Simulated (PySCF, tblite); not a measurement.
A set of runs on `CO/C(F)=C(\F)C(=O)Cl`; the geometry of each is named by its level. Settings lines and outputs come from a driver script.

Compound: C4H3ClF2O2.
SMILES with atom numbers: `[CH3:1][O:2]/[C:3]([F:4])=[C:5](\[F:6])[C:7](=[O:8])[Cl:9]` (hydrogens: H10, H11, H12 on C1)

Step 1: GFN2-xTB geometry optimisation, gas phase (tblite 0.8.0) (from a force-field or distance-geometry start)
```json
{"job": {"kind": "relax", "xc": "GFN2-xTB", "basis": "xTB"}, "charge": 0, "multiplicity": 1}
```
```
step      E/eV     max force
  0    -875.57060    3.306
  1    -875.75905    4.278
  2    -875.88915    1.049
...
105    -876.35292    0.025
106    -876.35299    0.024
107    -876.35302    0.015
108    -876.35304    0.011
109    -876.35304    0.006
```

Energy lowered by 18.0 kcal/mol over 109 steps; largest atomic force 0.006 eV/Å at the end. «max force» is the largest atomic force in eV/Å.

Step 2: GFN2-xTB harmonic vibrations, gas phase (tblite 0.8.0) (on the GFN2-xTB geometry)
```json
{"job": {"kind": "ir", "xc": "GFN2-xTB", "basis": "xTB"}, "charge": 0, "multiplicity": 1}
```
```
(table of modes left out)
```

30 modes from 48 to 3056 cm⁻¹ (unscaled, harmonic); zero-point energy 42.0 kcal/mol; all wavenumbers are real at this level.

Step 3: PBE0-D3(BJ)/def2-SVP geometry optimisation, gas phase (PySCF 2.14.0) (from the GFN2-xTB geometry)
```json
{"job": {"xc": "PBE0", "basis": "def2-SVP", "d3": "d3bj", "grid": 1, "shake": 0.01, "kind": "geom"}, "charge": 0, "multiplicity": 1}
```
```
step   0  E = -963.32423099  max force = 0.037256
step   1  E = -963.32740493  max force = 0.012214
step   2  E = -963.32725037  max force = 0.010688
step   3  E = -963.32801895  max force = 0.004033
step   4  E = -963.32803709  max force = 0.001948
step   5  E = -963.32810108  max force = 0.000990
step   6  E = -963.32812877  max force = 0.001103
step   7  E = -963.32814539  max force = 0.001118
step   8  E = -963.32815793  max force = 0.000521
step   9  E = -963.32815692  max force = 0.000235
optimisation converged
```

Final energy -963.32816 Eh after 9 steps; dipole 5.41 D. Energies in Eh; «max force» is the largest Cartesian gradient component in Eh/bohr.

Step 4: TDDFT PBE0/def2-SVPD, vertical, gas phase, core orbitals frozen in the response (PySCF 2.14.0, density-fitted response routines) (on the PBE0-D3(BJ)/def2-SVP geometry)
```json
{"job": {"kind": "uv", "xc": "PBE0", "basis": "def2-SVPD", "ip": true, "dynamic": false}, "charge": 0, "multiplicity": 1}
```
```
...
Static polarisability (au): isotropic 79.645, principal 49.105 68.895 120.935
Singlet excitations
state   eV       nm        f      main configurations
  1   4.7326    262.0   0.00003   H-1->L 0.95
  2   5.1526    240.6   0.49395   H->L 0.97
  3   5.9188    209.5   0.00032   H-3->L 0.96
  4   6.2538    198.3   0.01983   H-2->L 0.89
  5   6.3295    195.9   0.00049   H->L+2 0.95
  6   6.4779    191.4   0.00916   H->L+1 0.95
  7   7.4049    167.4   0.00020   H->L+3 0.92
  8   7.6790    161.5   0.04946   H-1->L+2 0.68, H-3->L+2 0.18
  9   7.7709    159.5   0.00014   H->L+4 0.88
 10   7.8384    158.2   0.00350   H-1->L+1 0.93
Triplet excitations (Tamm-Dancoff, eV): 3.1712 4.3146 5.3924 5.7878
Vertical ionisation energy (delta-SCF) = 9.4679 eV
Vertical electron affinity (delta-SCF) = 0.0859 eV
```

HOMO -7.50 eV, LUMO -1.93 eV; lowest singlet 4.73 eV; lowest triplet 3.17 eV (Tamm–Dancoff); mean polarisability 79.6 au.

**Question.** Which step took the most CPU time, and about what did each take on one thread, Arm Neoverse V2 (aarch64), no GPU (shared host)?

**Answer.** Step 4, about 69 % of the total. CPU time by step: 1: 0.58 s, 2: 0.3 s, 3: 89 s, 4: 3.4 min.

Geometry of the electronic-property runs (PBE0-D3(BJ)/def2-SVP):
```
atom  x, y, z in Å
C1    -2.2835    0.0120   -0.4818
O2    -1.1659    0.2854    0.3530
C3     0.0374   -0.0049   -0.0729
F4     0.1172   -0.4612   -1.2969
C5     1.1410    0.1592    0.7032
F6     0.9558    0.6183    1.9379
C7     2.4890   -0.1331    0.2383
O8     2.7997   -0.5475   -0.8341
Cl9    3.7077    0.2082    1.4918
H10   -3.1615    0.3287    0.0905
H11   -2.2242    0.5810   -1.4207
H12   -2.3546   -1.0626   -0.7069
```

 (This holds for the electronic-property runs.)

One conformer stands for the species.
